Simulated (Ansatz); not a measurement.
Consider the redistribution: `[NH2][GaH][SeH]` + `[CH3][Ga]([CH3])[F]` → `[CH3][GaH][NH2]` + `[CH3][Ga]([F])[SeH]`.

Isolated molecules relaxed with PBE0-D4/def2-TZVP in Ansatz; ΔE leaves out vibrations. CCSD(T)/CBS is the MP2 limit (def2-TZVPP, def2-QZVPP) plus CCSD(T) − MP2 in def2-TZVPP, frozen cores. Functionals use def2-TZVPP. HSE06 is defined as in plane-wave codes. For Ga, Se outer-core shells are correlated without core-valence functions, which leaves a few kJ/mol of doubt a bond. Scalar relativity is left out up to krypton. One conformer a species, not always the lowest.

```
              species  HSE06 energy (Eh)
    `[NH2][GaH][SeH]`        -4383.04500
`[CH3][Ga]([CH3])[F]`        -2104.19475
    `[CH3][GaH][NH2]`        -2021.00457
`[CH3][Ga]([F])[SeH]`        -4466.23433
```

(1) Work out ΔE.

Largest T1 diagnostic among the species: 0.013.

## Answers

(1) ΔE = (-2021.00457) + (-4466.23433) − (-4383.04500) − (-2104.19475) = 0.00085 Eh = +2.2 kJ/mol. CCSD(T)/CBS gives +1.7 kJ/mol.

At CCSD(T), def2-SVP lies −3.6 kJ/mol from the extrapolated value and def2-TZVPP −0.1 kJ/mol. Leaving LDA and LC-ωPBE aside and taking each functional with its dispersion term where it has one, the values, not all of them listed here, spread over 2.9 kJ/mol, from B97M-V to BHLYP-D4.
